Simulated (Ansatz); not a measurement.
`[SeH][SiH]1BO1` + `[SiH3][SnH3]` → `[SiH3][SiH]1BO1` + `[SeH][SnH3]` at 700 K and 1 bar (redistribution).

Isolated molecules relaxed with PBE0-D4/def2-TZVP in Ansatz; ΔE leaves out vibrations. CCSD(T)/CBS adds triple-zeta CCSD(T) − MP2 to the extrapolated MP2 energy (def2 sets, frozen cores). Elements past krypton have def2 core potentials. For Se, Sn outer-core shells are correlated without core-valence functions, which leaves a few kJ/mol of doubt a bond. Scalar relativity is left out up to krypton. Each species was taken in one conformer, which may not be the lowest.

```tsv
species	CCSD(T)/CBS energy (Eh)	H − E (kJ/mol)	S (J/(mol·K))
`[SeH][SiH]1BO1`	-2791.59801	149.2	412.7
`[SiH3][SnH3]`	-506.68362	179.7	401.7
`[SiH3][SiH]1BO1`	-681.13719	203.1	438.6
`[SeH][SnH3]`	-2617.13827	125.7	390.7
```

H − E and S are ideal-gas, rigid-rotor, harmonic terms from PBE0-D4/def2-TZVP, for one conformer and one mirror image of each species. 1 Eh = 2625.50 kJ/mol, R = 8.31446 J/(mol·K).

By hand: ΔE, ΔH, ΔS and ΔG.

ΔE = (-681.13719) + (-2617.13827) − (-2791.59801) − (-506.68362) = 0.00617 Eh = 16.2 kJ/mol. Δ(H − E) = 203.1 + 125.7 − 149.2 − 179.7 = -0.1, so ΔH = 16.1 kJ/mol. ΔS = 438.6 + 390.7 − 412.7 − 401.7 = 14.9 J/(mol·K). ΔG = 16.1 − 700 × (14.9)/1000 = 5.7 kJ/mol.

By hand: the equilibrium constant, and the temperature at which ΔG would vanish if ΔH and ΔS stayed fixed.

log₁₀ K = −ΔG/(RT ln 10) = -0.4. ΔG = 0 at ΔH/ΔS = 1081 K, though so small a ΔS makes that figure unsure.

TΔS isn't small against ΔH here. The sign of ΔG lies within the doubt. A doubt of 5 kJ/mol in ΔE shifts log₁₀ K by 0.4 here. Other conformers and mirror images would add mixing entropy, several J/(mol·K) or more a flexible species. These are equilibria of isolated gas molecules and say nothing of rates. Largest T1 diagnostic: 0.017 (customary marks: 0.02 for closed shells, 0.045 for open ones).
